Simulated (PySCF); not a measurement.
**Working out the excitation energy of Sn**

Sn [Kr] 4d10 5s2 5p2 (3P) → Sn [Kr] 4d10 5s2 5p1 5d1 (high-spin determinant). Calculation: PySCF 2.14, in aug-cc-pVTZ-PP with ECP28MDF (6s5p4d2f, 55 functions); a scalar-relativistic core potential. Frozen: 4s2 4p6 4d10. Energies in hartree (1 hartree = 27.21139 eV):

```tsv
part	Sn (lower)	Sn (upper)
UHF	-213.340271	-213.130481
CCSD correlation	-0.056563	-0.063622
(T)	-0.001661	-0.006588
```

Q: What does Hartree-Fock give?

A: (-213.130481) − (-213.340271) = 0.209790 hartree = 5.709 eV.

Q: What do CCSD and CCSD(T) give?

A: The CCSD correlation energies differ by -0.007059 hartree = -0.192 eV and the triples by -0.004927 hartree = -0.134 eV, so CCSD gives 5.517 eV and CCSD(T) 5.383 eV.

One determinant mixes LS terms, so it does not stand for a single term.

The coupled-cluster amplitudes are large, so a single reference is strained.
